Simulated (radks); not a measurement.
Spherical quantum dot in the effective-mass picture: electrons in a parabolic well V = omega^2 r^2 / 2 with omega = 0.19, with a point charge +1 (a donor) at the centre, all in effective atomic units (hartree* = m*/eps^2 hartree, bohr* = eps/m* bohr), one dielectric constant everywhere. Method: non-relativistic Kohn-Sham, LDA (Slater exchange, Perdew-Wang correlation), spin-polarised, spherical densities; computed with a radial shooting solver with Libxc functionals. Levels are named by radial order and angular momentum (1s, 1p, 1d, 2s, ...), and open shells are averaged over m. Results are scaled to m* = 0.075 and eps = 17.5, for which hartree* = 6.664 meV and bohr* = 12.35 nm. Each electron was tried in the lowest free levels, single moves between levels near the top were tried too, and the lowest total energy was kept; such a search can miss a lower state. At N = 1 the Hartree and exchange-correlation terms need not cancel, so that row can carry a self-interaction error.

N        open shells  2S   E (meV)  mu = E(N) - E(N-1) (meV)  addition energy mu(N+1) - mu(N) (meV)
1   1s(up 1, down 0)   1  -2.84489                   -2.8449                                  3.617
2               none   0  -2.07242                   0.77247                                  3.913
3   1p(up 1, down 0)   1   2.61296                    4.6854                                  1.300
4   1p(up 2, down 0)   2   8.59786                    5.9849                                  1.281
5   1p(up 3, down 0)   3   15.8640                    7.2661                                  1.509
6   1p(up 3, down 1)   2   24.6395                    8.7755                                  1.100
7   1p(up 3, down 2)   1   34.5153                    9.8758                                  1.086
8               none   0   45.4772                    10.962                                  1.237
9   2s(up 1, down 0)   1   57.6759                    12.199                                  1.152
10              none   0   71.0264                    13.351                                  1.296
11  1d(up 1, down 0)   1   85.6729                    14.647                                 0.9193
12  1d(up 2, down 0)   2   101.239                    15.566                                 0.9045
13  1d(up 3, down 0)   3   117.709                    16.470                                 0.8895
14  1d(up 4, down 0)   4   135.069                    17.360                                 0.8747
15  1d(up 5, down 0)   5   153.303                    18.234                                  1.031
16  1d(up 5, down 1)   4   172.569                    19.266                                 0.8269
17  1d(up 5, down 2)   3   192.662                    20.093                                 0.8173
18  1d(up 5, down 3)   2   213.572                    20.910                                 0.8074
19  1d(up 5, down 4)   1   235.289                    21.717                                 0.7973
20              none   0   257.803                    22.515                                  1.285
21  1f(up 1, down 0)   1   281.603                    23.800                                 0.7537
22  1f(up 2, down 0)   2   306.157                    24.553                                 0.7462
23  1f(up 3, down 0)   3   331.456                    25.300                                 0.7387
24  1f(up 4, down 0)   4   357.495                    26.038                                 0.7313
25  1f(up 5, down 0)   5   384.264                    26.770                                 0.7241
26  1f(up 6, down 0)   6   411.758                    27.494                                 0.7170
27  1f(up 7, down 0)   7   439.969                    28.211                                 0.8522
28  1f(up 7, down 1)   6   469.032                    29.063                                 0.6937
29  1f(up 7, down 2)   5   498.788                    29.757                                 0.6883
30  1f(up 7, down 3)   4   529.233                    30.445                                 0.6828
31  1f(up 7, down 4)   3   560.361                    31.128                                 0.6774
32  1f(up 7, down 5)   2   592.166                    31.805                                 0.6721
33  1f(up 7, down 6)   1   624.644                    32.477                                 0.6667
34              none   0   657.788                    33.144                                 0.8057
35  2p(up 1, down 0)   1   691.737                    33.950                                 0.6663
36  2p(up 2, down 0)   2   726.353                    34.616                                 0.6641
37  2p(up 3, down 0)   3   761.633                    35.280                                 0.7624
38  2p(up 3, down 1)   2   797.676                    36.042                                 0.6448
39  2p(up 3, down 2)   1   834.363                    36.687                                 0.6427
40              none   0   871.693                    37.330                                      -

All shells are closed at N = 2, 8, 10, 20, 34, 40 (there: 1s2 1p6 1d10 2s2 1f14 2p6); the second difference of the energy has clear peaks (12 % above both neighbours; the first and last values, which can be the largest, are not judged, and half-filled shells can peak too) at N = 5, 10, 15, 20, 27, 34, 37.
